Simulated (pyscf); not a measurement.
PySCF, gas phase, ωB97X-D3(BJ)/def2-SVP geometries. Correlated levels are frozen-core, on RHF or UHF. ΔMP2 is the change of the MP2 total energy from the triple- to the quadruple-zeta basis.

SMILES: [SiH2]=[As][GeH3]
```xyz
8

Si     0.0777     2.0594    -0.4038
As     1.0119     0.4639     0.6795
Ge    -0.0349    -1.2176    -0.6726
H      0.3208     3.4849    -0.0502
H     -0.8581     1.9417    -1.5550
H     -0.9486    -0.6177    -1.7549
H     -0.8710    -2.1394     0.2313
H      1.0534    -2.0652    -1.3530
```
Charge 0, spin multiplicity 1.

Problem. What is the homolytic dissociation enthalpy (298 K, CCSD(T)/def2-TZVPP + ΔMP2(QZVPP)) of the As–Ge bond of H₂Si=As–GeH₃ (SMILES [SiH2]=[As][GeH3]), to H₂Si=As• + GeH₃•?

Solution. As–Ge to H₂Si=As• + GeH₃•: 64.4 kcal/mol. The radicals are drawn with the spin at the cut bond; how far it spreads was not checked. Other isomers of H₂Si=As• were not searched in full and may lie lower. The CCSD(T) − MP2 part came from Ansatz, without density fitting, on the same reference. A UHF reference is spin-contaminated (<S²> up to 1.14), which harms MP2 most. The frozen core leaves the outer d or s,p core shells of the metals and heavy elements correlated in the MP2 and CC values, and def2-TZVPP describes them poorly, which can shift differences by a few kcal/mol. Elements up to Kr have no core potential and no relativistic terms here.
